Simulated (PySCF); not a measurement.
# O⁻ (oxygen, charge -1) across methods

[He] 2s2 2p5, 2P determinant. Computed with PySCF 2.14 in aug-cc-pCVTZ-DK with one added diffuse shell each of s, p, d, f type (8s7p5d3f, 75 functions), with the spin-free X2C one-electron Hamiltonian (Gaussian nucleus).

| method | E (hartree) | mean ε 2s β (eV) | mean ε 2p α (eV) | mean ε 2p β (eV) | Σ⟨r²⟩ (bohr²) | ⟨S²⟩ |
| --- | --- | --- | --- | --- | --- | --- |
| TPSSh | -75.2021 | -13.033 | 0.401 | 1.737 | 23.84 | 0.766 |
| r2SCAN | -75.1674 | -12.355 | 0.663 | 2.079 | 24.21 | 0.777 |
| wB97X-V | -75.1757 | -16.729 | -2.766 | -1.360 | 21.29 | 0.759 |
| PBE | -75.1298 | -11.963 | 0.830 | 2.066 | 26.53 | 0.777 |
| PBE0 | -75.1218 | -13.969 | -0.411 | 1.074 | 22.41 | 0.765 |
| UHF | -74.84434 | -19.935 | -4.819 | -2.169 | 19.27 | 0.773 |
| LDA | -74.6544 | -11.905 | 0.673 | 2.021 | 26.02 | 0.780 |
| CAM-B3LYP | -75.1865 | -15.491 | -1.852 | -0.427 | 21.66 | 0.759 |
| B97-3 | -75.1771 | -14.219 | -0.415 | 1.017 | 21.65 | 0.760 |

The highest occupied level is positive at TPSSh, r2SCAN, PBE, PBE0, LDA, B97-3: only the finite basis holds that electron, which in a density functional comes from self-interaction.
